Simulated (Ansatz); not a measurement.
`OB(O)Br` + `[SiH3][TeH]` → `OB(O)[Te][SiH3]` + HBr  (ligand exchange at a B–Br bond)

Isolated molecules relaxed with PBE0-D4/def2-TZVP in Ansatz; ΔE leaves out vibrations. CBS: MP2 limit from def2 TZ/QZ plus the TZ coupled-cluster correction, frozen cores. Functionals use def2-TZVPP. Elements past krypton have def2 core potentials. For Br, Te outer-core shells are correlated without core-valence functions, which leaves a few kJ/mol of doubt a bond. Scalar relativity is left out up to krypton. Each species was taken in one conformer, which may not be the lowest.

CCSD(T)/CBS gives +0.34 eV.

(1) Another level gave +0.39 eV. Which?
A. revPBE-D4/def2-TZVPP
B. CAM-B3LYP/def2-TZVPP
C. ωB97M-V/def2-TZVPP
D. HF/def2-TZVPP

(2) What do rigid-rotor, harmonic-oscillator terms from PBE0-D4/def2-TZVP frequencies (298.15 K, 1 bar) make of the CCSD(T)/CBS value? (Best estimate.)

Largest T1 diagnostic among the species: 0.012.

## Answers

(1) C. ωB97M-V 0.39, CAM-B3LYP 0.44, revPBE-D4 0.31, HF/def2-TZVPP 0.56 eV.

(2) The calculation gave: ΔZPE = -0.01 eV, ΔH = +0.36 eV, ΔS = -18 J/(mol·K), ΔG = +0.41 eV. Modes under 50 cm⁻¹ make the entropy rough.

In def2-TZVPP, CCSD(T) changes the Hartree–Fock value by −0.21 eV (the triples alone add −0.04 eV) and MP2 by −0.24 eV. Leaving LDA and LC-ωPBE aside and taking each functional with its dispersion term where it has one, the values, not all of them listed here, spread over 0.12 eV, from PBE-D4 to B97M-V. LDA lies −0.05 eV from PBE without D4.
